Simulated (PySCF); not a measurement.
# Correlation energy of Xe²⁺ (xenon, charge +2)

[Kr] 4d10 5s2 5p4, high-spin 3P determinant. All numbers are calculated (PySCF 2.14, a scalar-relativistic core potential, in def2-SVP with the def2 core potential (28 electrons)). Frozen: 4s2 4p6 4d10; 6 electrons correlated.

MP2 pair energies summed by pair of shells (mhartree):

```
 pair  energy  share (%)
5p-5p  -41.71       46.2
5s-5p  -41.69       46.2
5s-5s   -6.88        7.6
```

Total MP2 correlation energy: -90.27 mhartree.

Same-spin part -20.11 and opposite-spin part -70.16 mhartree; SCS-MP2 scales them by 1/3 and 6/5 to -90.90 mhartree.

```tsv
level	correlation energy (mhartree)
CCSD	-108.14
(T)	-2.57
CCSD(T)	-110.71
```

Diagnostics: T1 = 0.0066, D1 = 0.0203, largest double amplitude 0.044.

**Question.** Is a single reference adequate?

**Answer.** Yes, within this model without spin-orbit coupling: T1 lies below 0.03 and no double amplitude reaches 0.07.
